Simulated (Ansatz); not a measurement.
Consider the redistribution: `[CH3][Sn]([F])([F])[F]` + `[NH2][Ga]([NH2])[SH]` → `[NH2][Sn]([F])([F])[F]` + `[CH3][Ga]([NH2])[SH]`.

Program: Ansatz. Geometries: PBE0-D4/def2-TZVP. ΔE: electronic, gas phase. CCSD(T)/CBS is the MP2 limit (def2-TZVPP, def2-QZVPP) plus CCSD(T) − MP2 in def2-TZVPP, frozen cores. DFT in def2-TZVPP. Elements past krypton have def2 core potentials. For Ga, Sn outer-core shells are correlated without core-valence functions, which leaves a few kJ/mol of doubt a bond. Scalar relativity is left out up to krypton. One conformer a species, not always the lowest.

`[CH3][Sn]([F])([F])[F]`:

Z-matrix (Å, degrees):
```
C
Sn 1 2.102
H 1 1.088 2 108.4
H 1 1.088 2 108.5 3 120.0
H 1 1.089 2 108.5 3 -120.0
F 2 1.898 1 114.2 3 179.3
F 2 1.898 1 114.3 3 -60.7
F 2 1.898 1 114.2 3 59.4
```

`[NH2][Ga]([NH2])[SH]`:

```xyz
9

N     1.075   -0.443    1.108
Ga   -0.221    0.096   -0.046
N     0.162    0.476   -1.779
S    -2.266    0.501    0.671
H     0.841   -0.845    2.000
H     1.956   -0.796    0.773
H    -0.566    0.670   -2.444
H     0.989    0.125   -2.232
H    -1.970    0.216    1.949
```

`[NH2][Sn]([F])([F])[F]`:

Z-matrix (Å, degrees):
```
Sn
F 1 1.889
F 1 1.897 2 104.9
N 1 1.981 2 110.4 3 127.8
F 1 1.889 2 108.1 3 -111.3
H 4 1.013 1 112.7 2 179.0
H 4 1.013 1 112.6 2 -57.6
```

`[CH3][Ga]([NH2])[SH]`:

Cartesian coordinates in Å:
```
C 1.218 -1.291 -0.054
Ga -0.288 -0.052 0.077
N -0.137 1.722 -0.273
S -2.296 -0.771 0.670
H 0.913 -2.305 0.206
H 1.616 -1.297 -1.070
H 2.020 -0.985 0.620
H -0.893 2.381 -0.214
H 0.724 2.161 -0.551
H -2.878 0.436 0.589
```

```
       level  ΔE (kJ/mol)
  r2SCAN0-D4         43.5
HF/CBS(def2)         46.5
```

Question: What does CCSD(T)/CBS give? (An estimate is asked.)

Answer: The calculation gave: +43.4 kJ/mol. The listed levels differ from it by 0.1, 3.1 kJ/mol.

Largest T1 diagnostic among the species: 0.014.

From BLYP to BHLYP (50 % exact exchange), in def2-TZVPP and without D4, ΔE moves by +4.9 kJ/mol. Leaving LDA and LC-ωPBE aside and taking each functional with its dispersion term where it has one, the values, not all of them listed here, spread over 8.2 kJ/mol, from B97M-V to BHLYP-D4. LDA lies +3.6 kJ/mol from PBE without D4.
